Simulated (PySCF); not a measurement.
# Electron correlation in Al⁺ (aluminium, charge +1)

[Ne] 3s2, closed-shell 1S. Computed with PySCF 2.14 in x2c-TZVPall (5s5p2d1f, 37 functions), with scalar relativity by spin-free X2C-1e. Frozen: [Ne]; 2 electrons correlated.

Total MP2 correlation energy: -27.12 mhartree.

Same-spin part 0.00 and opposite-spin part -27.12 mhartree; SCS-MP2 scales them by 1/3 and 6/5 to -32.54 mhartree.

With two correlated electrons CCSD is exact within the correlated space (frozen core and kept virtual orbitals).

```
level  correlation energy (mhartree)
 CCSD                         -39.10
```

Diagnostics: T1 = 0.0081, D1 = 0.0115, largest double amplitude 0.111.

Problem. Is a single reference adequate?

Solution. Mostly. T1 lies below 0.03, but a double amplitude of this size points to a near-degeneracy that CCSD handles and MP2 describes poorly.
